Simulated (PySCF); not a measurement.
# Nuclear quadrupole coupling in `C/C=C(/C#N)O[SiH2]C(C)C`

C7H13NOSi.
SMILES with atom numbers: `[CH3:1]/[CH:2]=[C:3](/[C:4]#[N:5])[O:6][SiH2:7][CH:8]([CH3:9])[CH3:10]` (hydrogens: H11, H12, H13 on C1; H14 on C2; H15, H16 on Si7; H17 on C8; H18, H19, H20 on C9; H21, H22, H23 on C10)

Geometry (GFN2-xTB, Å), atoms numbered from 1 in this order:
```
atom  x, y, z in Å
C1     2.4168   -1.0578    1.4173
C2     2.7234    0.2591    0.7982
C3     1.8444    0.9665    0.0730
C4     2.2309    2.2148   -0.4765
N5     2.5428    3.2248   -0.9212
O6     0.5848    0.5283   -0.1578
Si7   -0.6379    1.2112   -1.0005
C8    -2.0231   -0.0786   -0.8078
C9    -2.4297   -0.2670    0.6524
C10   -1.6424   -1.4221   -1.4270
H11    3.1000   -1.8186    1.0404
H12    1.3951   -1.3536    1.1963
H13    2.5491   -1.0046    2.4977
H14    3.7134    0.6649    0.9449
H15   -0.2443    1.3885   -2.3992
H16   -0.9989    2.4990   -0.4053
H17   -2.8927    0.3049   -1.3501
H18   -1.5874   -0.6277    1.2390
H19   -3.2368   -0.9942    0.7356
H20   -2.7707    0.6718    1.0831
H21   -1.4155   -1.3099   -2.4848
H22   -2.4590   -2.1365   -1.3272
H23   -0.7672   -1.8361   -0.9307
```

Field gradients from the PBE0/pcSseg-1 density (PySCF, non-relativistic), principal values in atomic units, ordered |Vxx| ≤ |Vyy| ≤ |Vzz|:

```csv
atom,Vxx,Vyy,Vzz
N5,0.3749,0.6069,-0.9818
O6,-0.6901,-1.0004,1.6905
```

Find the asymmetry η = (Vxx − Vyy)/Vzz and the couplings χ = eQV/h (234.96 MHz × Q in barn × V in au), with Q(14N) = 0.02044 b, Q(17O) = −0.0256 b.

```tsv
atom	environment	nucleus	η	χzz (MHz)	χxx (MHz)	χyy (MHz)
N5	nitrile nitrogen	14N	0.24	-4.715	1.801	2.915
O6	silyl ether oxygen	17O	0.18	-10.17	4.15	6.02
```

What is Vzz at O6 in SI units (1 au = 9.71736 × 10²¹ V/m²)?

1.6905 au = 16.427 × 10²¹ V/m².

And the gradient at the other heavy atoms, for which no coupling is worked out here?

```csv
atom,environment,Vzz (au),η
C1,allylic carbon,0.087,0.74
C2,alkene CH carbon,0.280,0.17
C3,vinylic carbon bearing oxygen,0.286,0.76
C4,nitrile carbon,-0.380,0.01
Si7,oxygen-bound silicon,0.637,0.02
C8,sp3 carbon bound to silicon,-0.085,0.22
C9,methyl carbon,0.074,0.10
C10,methyl carbon,0.074,0.10
```

Were the hydrogens deuterons (Q(2H) = 0.00286 b), χzz would run from 106 kHz (H16 and H15) to 218 kHz (H14).

Geometry: GFN2-xTB, one conformer, isolated molecule. GFN2-xTB bond lengths can be off by several hundredths of an ångström, more for odd bonds, and the gradients follow them. These gradients aren't converged with respect to the basis.
